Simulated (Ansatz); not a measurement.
Start from `C[Se][SiH3]` and change one atom or group to get `C[Se][GaH2]`.

Ansatz, PBE0-D4/def2-TZVP geometries, multiplicity 1. 

Scalar relativity is left out up to krypton. Spin–orbit coupling is left out; it splits and shifts lone-pair levels of the heavy atoms by tenths of an eV.

| property | `C[Se][SiH3]` |
| --- | --- |
| size of the dipole moment (B3LYP/def2-TZVPP) / D | 1.32 |
| LUMO energy (PBE0/def2-TZVPP) / eV | -0.13 |
| size of the dipole moment (ωB97M-V/def2-TZVPP) / D | 1.33 |
| HOMO–LUMO gap (PBE0/def2-TZVPP) / eV | 6.48 |
| LUMO energy (ωB97M-V/def2-TZVPP) / eV | 1.60 |
| HOMO energy (B3LYP/def2-TZVPP) / eV | -6.38 |

Q: What does the change do to each property? (Best estimate.)

A: Ansatz gave: 
```json
{"property": "size of the dipole moment (B3LYP/def2-TZVPP) / D", "`C[Se][GaH2]`": "1.30", "shift": "-0.02"}
{"property": "LUMO energy (PBE0/def2-TZVPP) / eV", "`C[Se][GaH2]`": "-1.42", "shift": "-1.29"}
{"property": "size of the dipole moment (ωB97M-V/def2-TZVPP) / D", "`C[Se][GaH2]`": "1.31", "shift": "-0.02"}
{"property": "HOMO–LUMO gap (PBE0/def2-TZVPP) / eV", "`C[Se][GaH2]`": "5.43", "shift": "-1.05"}
{"property": "LUMO energy (ωB97M-V/def2-TZVPP) / eV", "`C[Se][GaH2]`": "0.25", "shift": "-1.35"}
{"property": "HOMO energy (B3LYP/def2-TZVPP) / eV", "`C[Se][GaH2]`": "-6.64", "shift": "-0.26"}
```

With PBE0 the HOMO falls by 0.24 eV and the LUMO falls by 1.29 eV, so the gap narrows by about 1.05 eV. PBE moves the HOMO by -0.32 eV and ωB97M-V by -0.18 eV. The zero-point energy changes by -29.5 kJ/mol with -3 modes. Dipoles are sizes alone; their direction can turn.

B3LYP here is the variant with VWN-RPA as its local correlation; programs differ in this.
